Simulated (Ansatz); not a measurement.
`BN([SiH3])C=C`, relaxed with RKS PBE-D4/def2-SVP in Ansatz 0.2.0 from a rough embedded geometry. The force threshold is 0.03 eV/Å; the program also tests the step.

Total charge 0; spin multiplicity 1.

Start:

```xyz
13

B     1.051   -0.111   -1.638
N     0.269   -0.039   -0.399
Si   -0.997    1.201   -0.349
C     0.520   -0.914    0.723
C    -0.124   -0.991    1.838
H     1.984   -0.900   -1.773
H     0.901    0.651   -2.554
H    -2.332    0.605   -0.124
H    -1.059    2.032   -1.615
H    -0.779    2.142    0.775
H     1.336   -1.684    0.527
H    -0.952   -0.274    2.033
H     0.183   -1.717    2.558
```

| step | energy (eV) | largest force (eV/Å) | largest move (Å) |
| --- | --- | --- | --- |
| 1 | -12232.5564 | 4.492 | 0.000 |
| 2 | -12232.8540 | 0.965 | 0.098 |
| 3 | -12232.8978 | 0.346 | 0.058 |
| 4 (rejected) | -12232.8913 | 0.203 | 0.084 |
| 5 | -12232.9077 | 0.104 | 0.028 |
| 6 | -12232.9086 | 0.027 | 0.008 |

End:

```xyz
13

B     1.086   -0.109   -1.631
N     0.300   -0.027   -0.450
Si   -1.009    1.205   -0.315
C     0.528   -0.908    0.631
C    -0.146   -0.933    1.798
H     1.964   -0.951   -1.693
H     0.865    0.656   -2.549
H    -2.325    0.513   -0.094
H    -1.024    1.982   -1.591
H    -0.735    2.107    0.856
H     1.349   -1.622    0.441
H    -0.971   -0.241    2.031
H     0.119   -1.671    2.567
```

Run time 20 s (2 threads of an AMD EPYC 7R13 on a shared host); peak host memory 0.22 GiB.
